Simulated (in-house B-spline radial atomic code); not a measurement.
A fraction x of an electron is moved 5p → 5d in the samarium ion Sm⁵⁺, starting from [Xe] 4f3 and keeping the highest spin. All numbers are computed (scalar-relativistic (X2C) r2SCAN0, spin-polarised, spherical fractional occupations; Fermi nucleus of rms radius 5.0819 fm) with an all-electron radial atomic-structure program (B-spline basis), not measured.

Caution: exact exchange at fractional occupations of open shells leaves self-interaction of up to several eV.

```
    x  E(x) - E(0) (eV)  5p down level (eV)  5d up level (eV)
    0            0.0000             -82.958                 -
0.125            4.2436             -82.853           -49.162
 0.25            8.4238             -82.742           -49.546
0.375                 ?                   ?                 ?
  0.5           16.6021             -82.501           -50.267
0.625           20.6015             -82.369           -50.612
 0.75                 ?                   ?                 ?
0.875           28.4215             -82.084           -51.282
    1           32.2417             -81.930           -51.609
```

(1) What belongs in the row x = 0.375?

(2) What belongs in the row x = 0.75?

(3) Check Janak's theorem between x = 0.125 and 0.25.

Answers

(1) An energy change of 12.5430 eV; 5p down at -82.625 eV, 5d up at -49.913 eV.

(2) An energy change of 24.5414 eV; 5p down at -82.231 eV, 5d up at -50.951 eV.

(3) The slope of the energy is 33.44 eV; the orbital levels give 33.44 eV (ε of the receiving orbital less ε of the emptying one, averaged over the two points).
